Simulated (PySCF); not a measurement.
## Whose spectrum? (oligomers)

All values: TDA wB97X-D/def2-SVP, gas phase, PySCF SCF with an in-house response code, fitting set def2-universal-JFIT up to Ne and JKFIT beyond, grid level 1 (kernel 0), vertical, one conformer each, geometries GFN2-xTB; core orbitals frozen in the response, virtual orbitals above 1.5 Eh left out. The lowest 6 singlets were sought, and the brightest is taken among them. The runs took 0.5 to 10 CPU minutes each on shared server CPUs.

Without diffuse functions Rydberg states are missing, so unbound LUMOs, wide gaps and states within about 2 eV of the ionisation energy come out too high, and electron affinities are rough.

One system has its HOMO at -11.64 eV, its LUMO at 1.56 eV and these singlet states:

| state | eV | f |
| --- | --- | --- |
| S1 | 8.65 | 0.362 |
| S2 | 8.90 | 0.002 |
| S3 | 9.03 | 0.081 |
| S4 | 9.12 | 0.081 |
| S5 | 9.23 | 0.052 |
| S6 | 9.34 | 0.032 |

(1) Which is it?
A. COC(F)(F)C(F)(F)C(F)(F)C(F)(F)C(F)(F)OC (C7H6F10O2)
B. COC(F)(F)C(F)(F)C(F)(F)C(F)(F)C(F)(F)C(F)(F)C(F)(F)C(F)(F)C(F)(F)C(F)(F)C(F)(F)C(F)(F)C(F)(F)C(F)(F)C(F)(F)OC (C17H6F30O2)
C. COC(F)(F)C(F)(F)C(F)(F)C(F)(F)C(F)(F)C(F)(F)C(F)(F)C(F)(F)C(F)(F)C(F)(F)C(F)(F)C(F)(F)C(F)(F)C(F)(F)C(F)(F)C(F)(F)C(F)(F)OC (C19H6F34O2)
D. COC(F)(F)C(F)(F)C(F)(F)C(F)(F)C(F)(F)C(F)(F)OC (C8H6F12O2)
E. COC(F)(F)C(F)(F)C(F)(F)C(F)(F)OC (C6H6F8O2)

(2) How do the candidates compare?

Answers

(1) C.

(2) 
```json
{"system": "COC(F)(F)C(F)(F)C(F)(F)C(F)(F)C(F)(F)C(F)(F)C(F)(F)C(F)(F)C(F)(F)C(F)(F)C(F)(F)C(F)(F)C(F)(F)C(F)(F)C(F)(F)C(F)(F)C(F)(F)OC", "HOMO / eV": "-11.64", "LUMO / eV": "1.56", "S1 / eV": "8.65", "f(S1)": "0.362", "brightest state sought / eV": "8.65"}
{"system": "COC(F)(F)C(F)(F)C(F)(F)C(F)(F)C(F)(F)C(F)(F)C(F)(F)C(F)(F)C(F)(F)C(F)(F)C(F)(F)C(F)(F)C(F)(F)C(F)(F)C(F)(F)OC", "HOMO / eV": "-11.68", "LUMO / eV": "1.82", "S1 / eV": "9.04", "f(S1)": "0.049", "brightest state sought / eV": "9.29"}
{"system": "COC(F)(F)C(F)(F)C(F)(F)C(F)(F)C(F)(F)C(F)(F)OC", "HOMO / eV": "-11.51", "LUMO / eV": "2.76", "S1 / eV": "9.39", "f(S1)": "0.025", "brightest state sought / eV": "10.06"}
{"system": "COC(F)(F)C(F)(F)C(F)(F)C(F)(F)C(F)(F)OC", "HOMO / eV": "-11.40", "LUMO / eV": "3.02", "S1 / eV": "9.39", "f(S1)": "0.028", "brightest state sought / eV": "10.49"}
{"system": "COC(F)(F)C(F)(F)C(F)(F)C(F)(F)OC", "HOMO / eV": "-10.93", "LUMO / eV": "3.27", "S1 / eV": "9.28", "f(S1)": "0.007", "brightest state sought / eV": "10.49"}
```
